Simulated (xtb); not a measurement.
A run for xtb: GFN2-xTB on C3H8O (SMILES CCCO), a point of a torsion scan.

```
$ xtb mol.xyz --gfn 2 --opt vtight --chrg 0 --uhf 0 --input xcontrol
12

C     -1.16749537     0.75618329     0.11797045
C     -0.41084989    -0.45727815    -0.33402608
C      0.91346299    -0.58301141     0.39418450
O      1.02274521    -1.74526319     1.10726901
H     -2.24643319     0.61629346    -0.09437712
H     -0.82220011     1.68666854    -0.39322248
H     -1.06403270     0.95264941     1.20279088
H     -1.00473251    -1.37200419    -0.16953561
H     -0.26171599    -0.34875645    -1.43712154
H      1.69498704    -0.62272302    -0.41925877
H      1.15651225     0.33331012     0.96853007
H      0.62105916    -1.68788288     2.02694309
$constrain
  force constant=1.0
  dihedral: 1,2,3,4,120.0
$end
```

Output:

```
[...]
           -------------------------------------------------
          |                Calculation Setup                |
           -------------------------------------------------



           -------------------------------------------------
          |                 G F N 2 - x T B                 |
           -------------------------------------------------

        Reference                      10.1021/acs.jctc.8b01176
      * Hamiltonian:
        H0-scaling (s, p, d)           1.850000    2.230000    2.230000
        zeta-weighting                 0.500000
      * Dispersion:
        s8                             2.700000
        a1                             0.520000
        a2                             5.000000
        s9                             5.000000
      * Repulsion:
        kExp                           1.500000    1.000000
        rExp                           1.000000
      * Coulomb:
        alpha                          2.000000
        third order                    shell-resolved
        anisotropic                    true
        a3                             3.000000
        a5                             4.000000
        cn-shift                       1.200000
        cn-exp                         4.000000
        max-rad                        5.000000


          ...................................................
          :                      SETUP                      :
          :.................................................:
          :  # basis functions                  24          :
          :  # atomic orbitals                  24          :
          :  # shells                           16          :
          :  # electrons                        26          :
          :  max. iterations                   250          :
          :  Hamiltonian                  GFN2-xTB          :
          :  restarted?                      false          :
          :  GBSA solvation                  false          :
          :  PC potential                    false          :
          :  electronic temp.          300.0000000     K    :
          :  accuracy                    1.0000000          :
          :  -> integral cutoff          0.2500000E+02      :
          :  -> integral neglect         0.1000000E-07      :
          :  -> SCF convergence          0.1000000E-05 Eh   :
          :  -> wf. convergence          0.1000000E-03 e    :
          :  Broyden damping             0.4000000          :
          :  net charge                          0          :
          :  unpaired electrons                  0          :
          ...................................................

 iter      E             dE          RMSdq      gap      omega  full diag
   1    -14.6667665 -0.146668E+02  0.339E+00   12.24       0.0  T
   2    -14.6958016 -0.290351E-01  0.182E+00   12.20       1.0  T
   3    -14.6963220 -0.520378E-03  0.790E-01   12.14       1.0  T
   4    -14.6964590 -0.137025E-03  0.109E-01   12.09       1.0  T
   5    -14.6964683 -0.936946E-05  0.586E-02   12.10       1.0  T
   6    -14.6964696 -0.126262E-05  0.930E-03   12.12       3.1  T
   7    -14.6964697 -0.129385E-06  0.413E-03   12.12       7.0  T
   8    -14.6964698 -0.139042E-07  0.162E-03   12.12      17.9  T
   9    -14.6964698 -0.240778E-08  0.345E-04   12.12      83.6  T
  10    -14.6964698 -0.474197E-09  0.882E-05   12.12     327.4  T

   *** convergence criteria satisfied after 10 iterations ***

         #    Occupation            Energy/Eh            Energy/eV
      -------------------------------------------------------------
         1        2.0000           -0.6876405             -18.7117
       ...           ...                  ...                  ...
         7        2.0000           -0.5112161             -13.9109
         8        2.0000           -0.4912862             -13.3686
         9        2.0000           -0.4833444             -13.1525
        10        2.0000           -0.4571310             -12.4392
        11        2.0000           -0.4379465             -11.9171
        12        2.0000           -0.4233651             -11.5204
        13        2.0000           -0.4052429             -11.0272 (HOMO)
        14                          0.0400066               1.0886 (LUMO)
        15                          0.0643690               1.7516
        16                          0.1090820               2.9683
        17                          0.1248180               3.3965
        18                          0.1342835               3.6540
       ...                                ...                  ...
        24                          0.3100186               8.4360
      -------------------------------------------------------------
                  HL-Gap            0.4452495 Eh           12.1159 eV
             Fermi-level           -0.1826182 Eh           -4.9693 eV

 SCC (total)                   0 d,  0 h,  0 min,  0.004 sec
 SCC setup         
[...]
: total energy             -14.554977018727 Eh    ::
         :: gradient norm              0.000035806294 Eh/a0 ::
         :: HOMO-LUMO gap             12.617055809274 eV    ::
         ::.................................................::
         :: SCC energy               -14.721943731362 Eh    ::
         :: -> isotropic ES            0.026249149951 Eh    ::
         :: -> anisotropic ES          0.003151748050 Eh    ::
         :: -> anisotropic XC          0.004195784031 Eh    ::
         :: -> dispersion             -0.004815575645 Eh    ::
         :: repulsion energy           0.166966094909 Eh    ::
         :: add. restraining           0.000000617725 Eh    ::
         :: total charge               0.000000000000 e     ::
         :::::::::::::::::::::::::::::::::::::::::::::::::::::

           -------------------------------------------------
          |                Property Printout                |
           -------------------------------------------------

    * Orbital Energies and Occupations

         #    Occupation            Energy/Eh            Energy/eV
      -------------------------------------------------------------
         1        2.0000           -0.6848659             -18.6361
         2        2.0000           -0.6292053             -17.1215
         3        2.0000           -0.6078073             -16.5393
         4        2.0000           -0.5766330             -15.6910
         5        2.0000           -0.5567459             -15.1498
         6        2.0000           -0.5295176             -14.4089
         7        2.0000           -0.5092376             -13.8571
         8        2.0000           -0.4956526             -13.4874
         9        2.0000           -0.4885705             -13.2947
        10        2.0000           -0.4590497             -12.4914
        11        2.0000           -0.4432179             -12.0606
        12        2.0000           -0.4336581             -11.8004
        13        2.0000           -0.4084824             -11.1154 (HOMO)
        14                          0.0551859               1.5017 (LUMO)
        15                          0.0904800               2.4621
        16                          0.1061617               2.8888
        17                          0.1352798               3.6811
        18                          0.1514143               4.1202
        19                          0.1610610               4.3827
        20                          0.1918905               5.2216
        21                          0.2015128               5.4834
        22                          0.2399706               6.5299
        23                          0.2872254               7.8158
        24                          0.2992886               8.1441
      -------------------------------------------------------------
                  HL-Gap            0.4636683 Eh           12.6171 eV
             Fermi-level           -0.1766482 Eh           -4.8068 eV

     #   Z          covCN         q      C6AA      α(0)
     1   6 C        3.751    -0.105    22.577     6.776
     2   6 C        3.797    -0.070    21.843     6.655
     3   6 C        3.673     0.077    19.520     6.332
     4   8 O        1.655    -0.444    21.720     6.291
     5   1 H        0.925     0.038     2.475     2.460
     6   1 H        0.925     0.036     2.506     2.475
     7   1 H        0.925     0.034     2.525     2.485
     8   1 H        0.924     0.044     2.393     2.419
     9   1 H        0.924     0.037     2.491     2.468
    10   1 H        0.924     0.046     2.372     2.408
    11   1 H        0.923     0.021     2.716     2.577
    12   1 H        0.805     0.286     0.765     1.374

 Mol. C6AA /au·bohr⁶  :        921.930989
 Mol. C8AA /au·bohr⁸  :      18654.539232
 Mol. α(0) /au        :         44.721404


Wiberg/Mayer (AO) data.
largest (>0.10) Wiberg bond orders for each atom

 ---------------------------------------------------------------------------
     #   Z sym  total        # sym  WBO       # sym  WBO       # sym  WBO
 ---------------------------------------------------------------------------
     1   6 C    3.997 --     2 C    1.022     6 H    0.988     7 H    0.988
                             5 H    0.987
     2   6 C    3.996 --     1 C    1.022     3 C    0.991     9 H    0.981
                             8 H    0.976
     3   6 C    3.955 --     4 O    1.001     2 C    0.991    10 H    0.976
                            11 H    0.971
     4   8 O    1.960 --     3 C    1.001    12 H    0.904
     5   1 H    0.999 --     1 C    0.987
     6   1 H    0.999 --     1 C    0.988
     7   1 H    0.999 --     1 C    0.988
     8   1 H    0.998 --     2 C    0.976
     9   1 H    0.999 --     2 C    0.981
    10   1 H    0.998 --     3 C    0.976
    11   1 H    1.000 --     3 C    0.971
    12   1 H    0.918 --     4 O    0.904
 ---------------------------------------------------------------------------

Topologies differ in total number of bonds
Writing topology from bond orders to xtbtopo.mol

molecular dipole:
                 x           y           z       tot (Debye)
 q only:       -0.456       0.376       0.055
   full:       -0.612       0.504       0.136       2.044
molecular quadrupole (traceless):
                xx          xy          yy          xz          yz          zz
 q only:       -1.038       2.949      -1.701      -1.592      -0.060       2.739
  q+dip:       -1.440       4.753      -2.971      -2.409       0.492       4.411
   full:       -1.503       4.405      -2.740      -2.367       0.117       4.243

           -------------------------------------------------
          |                Geometry Summary                 |
           -------------------------------------------------

      molecular mass/u    :       60.0951386
   center of mass at/Å    :        0.1443367      -0.5090992       0.3646590
  moments of inertia/u·Å² :        0.2549592E+02   0.1274693E+03   0.1285027E+03
rotational constants/cm⁻¹ :        0.6611894E+00   0.1322486E+00   0.1311850E+00

 * 10 selected distances

     #   Z          #   Z                                           value/Å
Note: The following floating-point exceptions are signalling: IEEE_UNDERFLOW_FLAG IEEE_DENORMAL
normal termination of xtb
     1   6 C        2   6 C                                       1.5245270 (max)
     3   6 C        4   8 O                                       1.4091319
     1   6 C        5   1 H                                       1.0875701
     1   6 C        6   1 H                                       1.0877037
     1   6 C        7   1 H                                       1.0884416
     2   6 C        8   1 H                                       1.0926338
     2   6 C        9   1 H                                       1.0904717
     3   6 C       10   1 H                                       1.0916665
     3   6 C       11   1 H                                       1.0994164
     4   8 O       12   1 H                                       0.9637227 (min)

 * 4 distinct bonds (by element types)

   Z      Z             #   av. dist./Å        max./Å        min./Å
   1 H    6 C           7     1.0911291     1.0994164     1.0875701
   6 C    6 C           1     1.5245270     1.5245270     1.5245270
   1 H    8 O           1     0.9637227     0.9637227     0.9637227
   6 C    8 O           1     1.4091319     1.4091319     1.4091319


optimized geometry written to: xtbopt.xyz


           -------------------------------------------------
          | TOTAL ENERGY              -14.554977018727 Eh   |
          | GRADIENT NORM               0.000035806294 Eh/α |
          | HOMO-LUMO GAP              12.617055809274 eV   |
           -------------------------------------------------

------------------------------------------------------------------------
------------------------------------------------------------------------
 total:
 SCF:
 ANC optimizer:
```

The run finished.

Warnings raised: the energy holds the restraint's term.

Cost: very roughly 0.07 core-seconds.
